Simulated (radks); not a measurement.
Values are calculated unless marked as measured or tabulated.
Task: Spherical quantum dot in the effective-mass picture: electrons in a hard-walled sphere of radius 11.5, with a point charge +1 (a donor) at the centre, all in effective atomic units (hartree* = m*/eps^2 hartree, bohr* = eps/m* bohr), one dielectric constant everywhere. Level of theory: non-relativistic Kohn-Sham, LDA (Slater exchange, Perdew-Wang correlation), spin-polarised, spherical densities (a radial shooting solver with Libxc functionals). Levels are named by radial order and angular momentum (1s, 1p, 1d, 2s, ...), and open shells are averaged over m. Results are scaled to m* = 0.031 and eps = 17.3, for which hartree* = 2.819 meV and bohr* = 29.53 nm. At N = 7 the configuration is 1s2 1p(up 3, down 1) 2s(up 1, down 0). Does electron 8 go into 1d up or 2s down or 1p down?

Result: Into 1p down. The total energies of the other choices lie higher by 0.0598 meV (1d up), 0.129 meV (2s down).
